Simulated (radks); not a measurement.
Removal energies from neutral cobalt, [Ar] 3d(3/2: 4, 5/2: 4) 4s1, by Delta-SCF beside the eigenvalue of the level emptied. Method: Dirac Kohn-Sham, BLYP, spin-unpolarised, spherical densities, finite nucleus; Fermi nuclear charge, rms radius of each element as measured or else 0.836 A^(1/3) + 0.57 fm; computed with a radial shooting solver on a logarithmic mesh with Libxc functionals. Sub-shells are occupied by j as written (lower j first in brackets).

| removed from | final configuration | Delta-SCF (eV) | -eigenvalue (eV) |
|---|---|---|---|
| 4s1/2 | [Ar] 3d(3/2: 4, 5/2: 4) | 7.778 | 4.387 |
| 3d5/2 | [Ar] 3d(3/2: 4, 5/2: 3) 4s1 | 10.099 | 4.110 |
| 3d3/2 | [Ar] 3d(3/2: 3, 5/2: 4) 4s1 | 10.294 | 4.284 |
| 3p3/2 | [Ne] 3s2 3p(1/2: 2, 3/2: 3) 3d(3/2: 4, 5/2: 4) 4s1 | 67.089 | 60.197 |
